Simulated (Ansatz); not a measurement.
Basis sets compared for Si(vinyl)(NHEt)3 (C8H21N3Si). Total charge 0; singlet. Geometry r2SCAN-D4/def2-SVP. Ansatz on 4 threads of Intel Xeon on a shared host; times are rough, and most runs start from earlier orbitals.

| atom | x (Å) | y (Å) | z (Å) |
| --- | --- | --- | --- |
| Si1 | 0.208 | -0.243 | 0.180 |
| C2 | 1.030 | -1.580 | -0.845 |
| C3 | 2.271 | -2.050 | -0.629 |
| H4 | 0.469 | -2.009 | -1.691 |
| H5 | 2.891 | -1.655 | 0.186 |
| H6 | 2.725 | -2.832 | -1.250 |
| N7 | 1.080 | -0.198 | 1.676 |
| C8 | 1.023 | 0.910 | 2.615 |
| C9 | -0.100 | 0.808 | 3.646 |
| H10 | 1.376 | -1.076 | 2.094 |
| H11 | 1.996 | 1.015 | 3.133 |
| H12 | 0.894 | 1.835 | 2.024 |
| H13 | -1.079 | 0.782 | 3.142 |
| H14 | -0.090 | 1.664 | 4.341 |
| H15 | -0.003 | -0.113 | 4.247 |
| N16 | -1.489 | -0.493 | 0.472 |
| C17 | -2.524 | -0.583 | -0.544 |
| C18 | -2.899 | -2.011 | -0.930 |
| H19 | -1.732 | -0.970 | 1.338 |
| H20 | -3.436 | -0.046 | -0.213 |
| H21 | -2.165 | -0.039 | -1.436 |
| H22 | -2.025 | -2.557 | -1.321 |
| H23 | -3.690 | -2.026 | -1.698 |
| H24 | -3.274 | -2.568 | -0.055 |
| N25 | 0.269 | 1.257 | -0.676 |
| C26 | 1.346 | 1.744 | -1.516 |
| C27 | 0.968 | 1.826 | -2.991 |
| H28 | -0.540 | 1.870 | -0.622 |
| H29 | 1.699 | 2.736 | -1.168 |
| H30 | 2.207 | 1.063 | -1.395 |
| H31 | 0.689 | 0.831 | -3.373 |
| H32 | 1.800 | 2.213 | -3.601 |
| H33 | 0.103 | 2.495 | -3.137 |

Binding counts from free atoms (Si triplet, C triplet, H doublet, N quartet) in the same basis, without a counterpoise term.

```tsv
level	functions	energy (Eh)	HOMO (eV)	LUMO (eV)	binding per atom (eV)	wall time
PBE-D4/def2-SVP	277	-770.0916	-4.89	-0.96	4.19	12 s
PBE0-D4/def2-SVP	277	-770.1962	-6.26	0.03	4.14	21 s
```

Problem. Estimate the rows for PBE-D4/def2-TZVP, PBE0-D4/def2-TZVP (with forces).

Solution. 
```
                          level  functions  energy (Eh)  HOMO (eV)  LUMO (eV)  binding per atom (eV)  wall time
               PBE-D4/def2-TZVP        504    -770.7326      -5.07      -1.17                   4.17       23 s
PBE0-D4/def2-TZVP (with forces)        504    -770.8242      -6.39      -0.18                   4.11       87 s
```
